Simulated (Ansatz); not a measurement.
Consider the cleavage of the Si–Ge bond: `C=C[SiH2][GeH3]` + `[AlH2][SH]` → `C=C[SiH2][S][AlH2]` + GeH₄.

Program: Ansatz. Geometries: PBE0-D4/def2-TZVP. ΔE: electronic, gas phase. CCSD(T)/CBS adds triple-zeta CCSD(T) − MP2 to the extrapolated MP2 energy (def2 sets, frozen cores). This one scheme is used for every species. DFT in def2-TZVPP. For Ge outer-core shells are correlated without core-valence functions, which leaves a few kJ/mol of doubt a bond. Scalar relativity is left out up to krypton. One conformer a species, not always the lowest.

`C=C[SiH2][GeH3]`:

```xyz
12

C    -1.058   -2.094    0.256
C     0.053   -1.399    0.025
Si    0.077    0.204   -0.920
Ge    0.700    2.007    0.506
H    -1.052   -3.018    0.828
H    -2.024   -1.769   -0.119
H     0.991   -1.777    0.429
H    -1.280    0.453   -1.479
H     1.056    0.137   -2.040
H     2.073    1.738    1.149
H     0.793    3.331   -0.274
H    -0.327    2.187    1.638
```

`[AlH2][SH]`:

Z-matrix (Å, degrees):
```
Al
S 1 2.181
H 1 1.579 2 116.5
H 1 1.581 2 118.9 3 -180.0
H 2 1.344 1 93.7 3 180.0
```

`C=C[SiH2][S][AlH2]`:

```xyz
12

C     1.069   -0.860    1.347
C     1.147   -1.013    0.029
Si    0.663    0.279   -1.219
S    -0.232    1.978   -0.279
Al   -2.175    1.090    0.167
H     1.368   -1.642    2.038
H     0.711    0.066    1.790
H     1.525   -1.960   -0.358
H     1.864    0.774   -1.940
H    -0.262   -0.321   -2.216
H    -3.184    1.979    0.994
H    -2.495   -0.368   -0.353
```

GeH₄:

```xyz
5

Ge    0.000    0.000    0.000
H    -0.020    0.339    1.496
H     0.077   -1.522   -0.178
H     1.223    0.654   -0.656
H    -1.280    0.528   -0.662
```

CCSD(T)/CBS gives -51.0 kJ/mol.

Q: Another level gave -48.5 kJ/mol. Which?
A. SCS-MP2/def2-TZVPP
B. PBE/def2-TZVPP
C. r2SCAN/def2-TZVPP
D. PBE-D4/def2-TZVPP

A: C. r2SCAN -48.5, SCS-MP2/def2-TZVPP -54.1, PBE -38.8, PBE-D4 -44.3 kJ/mol.

Largest T1 diagnostic among the species: 0.012.

The D4 term adds −9.0 kJ/mol with B3LYP and −4.8 kJ/mol with PBE0; it sums over pairs of atoms, weighted by their polarisabilities, and B3LYP, whose exchange is more repulsive, gets the larger term. From PBE to PBE0 (25 % exact exchange), in def2-TZVPP and without D4, ΔE moves by −4.5 kJ/mol.

B3LYP here is the variant with VWN-RPA as its local correlation; programs differ in this.
